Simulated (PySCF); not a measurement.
## Stretching ZnS

Set-up: Zn 6-31G(d,p), S 6-31G(d,p); no relativity (PySCF 2.14). Energies in eV from Zn + S in their ground configurations at the same level. State: ¹Σ⁺ (singlet), closed shell.

All columns are PBE0. A positive dipole means Zn(−)S(+).

```
R (Å)  E (eV)  μ (D)  Mulliken charge on Zn (basis-dependent)  HOMO (eV)  LUMO (eV)  Mayer bond order  ⟨S²⟩
1.750  -0.801  -5.09                                     0.33      -6.75      -3.52              2.19  0.00
1.831  -1.434  -5.38                                     0.36      -6.62      -3.65              2.09  0.00
1.913  -1.776  -5.63                                     0.38      -6.50      -3.77              2.00  0.00
1.974  -1.894  -5.80                                     0.40      -6.42      -3.85              1.93  0.00
2.035  -1.923  -5.95                                     0.42      -6.34      -3.93              1.87  0.00
2.096  -1.886  -6.07                                     0.44      -6.28      -4.01              1.81  0.00
2.178  -1.763  -6.21                                     0.46      -6.20      -4.10              1.72  0.00
2.279  -1.534  -6.34                                     0.47      -6.12      -4.20              1.62  0.00
2.401  -1.205  -6.43                                     0.48      -6.05      -4.30              1.50  0.00
2.564  -0.747  -6.44                                     0.48      -6.00      -4.41              1.33  0.00
```

A fit through these points gives, at Re = 2.028 Å, μ = -5.93 D and dμ/dR = -2.29 D/Å; the reduced mass is 21.31 u.

**Question.** How strong is the fundamental in the double-harmonic approximation, I = 42.26·(dμ/dR)²/μred km/mol?

**Answer.** I = 42.26·(-2.29)²/21.31 = 10.4 km/mol at PBE0.
